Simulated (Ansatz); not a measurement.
Isolated molecules relaxed with PBE0-D4/def2-TZVP in Ansatz; ΔE leaves out vibrations. CCSD(T)/CBS is the MP2 limit (def2-TZVPP, def2-QZVPP) plus CCSD(T) − MP2 in def2-TZVPP, frozen cores. Functionals use def2-TZVPP. Elements past krypton have def2 core potentials. For Sn outer-core shells are correlated without core-valence functions, which leaves a few kJ/mol of doubt a bond. Each species was taken in one conformer, which may not be the lowest.

`[NH2][SnH]([OH])[F]` + `C#CC=C` → `[NH2][SnH2][OH]` + `C#C/C=C/F`  (formal exchange of groups at the Sn–F bond)

`[NH2][SnH]([OH])[F]`:

Z-matrix (Å, degrees):
```
Sn
O 1 1.945
F 1 1.930 2 102.4
N 1 1.992 2 105.0 3 -117.7
H 1 1.694 2 115.6 3 115.1
H 2 0.961 1 112.0 3 -17.7
H 4 1.011 1 115.5 2 175.1
H 4 1.011 1 113.7 2 48.0
```

`C#CC=C`:

```xyz
8

C     0.713    0.950    1.754
C     0.442    0.539    0.656
C     0.147    0.081   -0.653
C    -0.734   -0.878   -0.929
H     0.947    1.307    2.729
H     0.692    0.563   -1.460
H    -0.916   -1.185   -1.952
H    -1.292   -1.377   -0.146
```

`[NH2][SnH2][OH]`:

```xyz
8

N     1.324   -0.378    0.664
Sn   -0.539   -0.186   -0.065
O    -0.770    1.752   -0.298
H     1.438   -1.110    1.352
H     2.062   -0.458   -0.021
H    -1.614   -0.723    1.143
H    -0.776   -0.879   -1.615
H    -1.126    1.982   -1.158
```

`C#C/C=C/F`:

```xyz
8

C     0.367    1.930    0.858
C     0.138    0.958    0.188
C    -0.135   -0.162   -0.629
C    -0.177   -1.398   -0.144
F    -0.435   -2.439   -0.929
H     0.571    2.787    1.455
H    -0.315   -0.004   -1.688
H    -0.014   -1.673    0.891
```

**Question.** Is it downhill or uphill in electronic energy at CCSD(T)/CBS, and by how much? (Best estimate.)

**Answer.** Computed: Uphill: ΔE = +161.1 kJ/mol.

**Question.** What do these levels give: LDA (SPW92), B97M-V, ωB97X-V, PBE, revPBE, CAM-B3LYP, MP2/def2-SVP, CCSD/def2-SVP, MP2/def2-TZVPP, CCSD/def2-TZVPP, CCSD(T)/def2-TZVPP, MP2/CBS(def2)? (Best estimate.)

**Answer.** The calculation gave: LDA (SPW92) 123.8, B97M-V 146.5, ωB97X-V 148.2, PBE 140.1, revPBE 142.8, CAM-B3LYP 147.7, MP2/def2-SVP 151.5, CCSD/def2-SVP 142.8, MP2/def2-TZVPP 158.6, CCSD/def2-TZVPP 150.7, CCSD(T)/def2-TZVPP 150.5, MP2/CBS(def2) 169.2 kJ/mol.

Largest T1 diagnostic among the species: 0.014.

Leaving LDA and LC-ωPBE aside and taking each functional with its dispersion term where it has one, the values, not all of them listed here, spread over 13.4 kJ/mol, from PBE-D4 to B2PLYP. LDA lies −16.4 kJ/mol from PBE without D4. At CCSD(T), def2-SVP lies −20.0 kJ/mol from the extrapolated value and def2-TZVPP −10.6 kJ/mol.
